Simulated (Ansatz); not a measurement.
Reaction (ligand exchange at the Si–O bond): `CC[Si]O[SiH3]` + `CCBS` → `CCBS[SiH3]` + `CC[Si]O`

Calculated with Ansatz (gas phase, PBE0-D4/def2-TZVP geometries, no zero-point term in ΔE). CCSD(T)/CBS is the MP2 limit (def2-TZVPP, def2-QZVPP) plus CCSD(T) − MP2 in def2-TZVPP, frozen cores. This one scheme is used for every species. Functionals use def2-TZVPP. HSE06 is defined as in plane-wave codes. One conformer a species, not always the lowest.

| level | ΔE (kJ/mol) |
| --- | --- |
| PBE0-D4 | 32.9 |
| r2SCANh | 37.9 |
| HSE06 | 30.7 |
| BHLYP | 52.4 |
| RPA@PBE/def2-TZVPP | 47.9 |
| MP2/def2-QZVPP | 40.9 |
| HF/CBS(def2) | 64.3 |
| CCSD/CBS(def2) | 45.8 |

Task: What does CCSD(T)/CBS give? (An estimate is asked.)

Result: Ansatz gave: +42.4 kJ/mol. The listed levels differ from it by -9.5, -4.5, -11.7, 10.0, 5.5, -1.5, 21.9, 3.4 kJ/mol.

Task: What do rigid-rotor, harmonic-oscillator terms from PBE0-D4/def2-TZVP frequencies (298.15 K, 1 bar) make of the CCSD(T)/CBS value? (Estimate.)

Result: The calculation gave: ΔZPE = +3.8 kJ/mol, ΔH = +45.9 kJ/mol, ΔS = -6 J/(mol·K), ΔG = +47.7 kJ/mol. Modes under 50 cm⁻¹ make the entropy rough.

Largest T1 diagnostic among the species: 0.013.

From PBE to PBE0 (25 % exact exchange), in def2-TZVPP and without D4, ΔE moves by +4.4 kJ/mol. At CCSD(T), def2-SVP lies +3.5 kJ/mol from the extrapolated value and def2-TZVPP +2.5 kJ/mol.
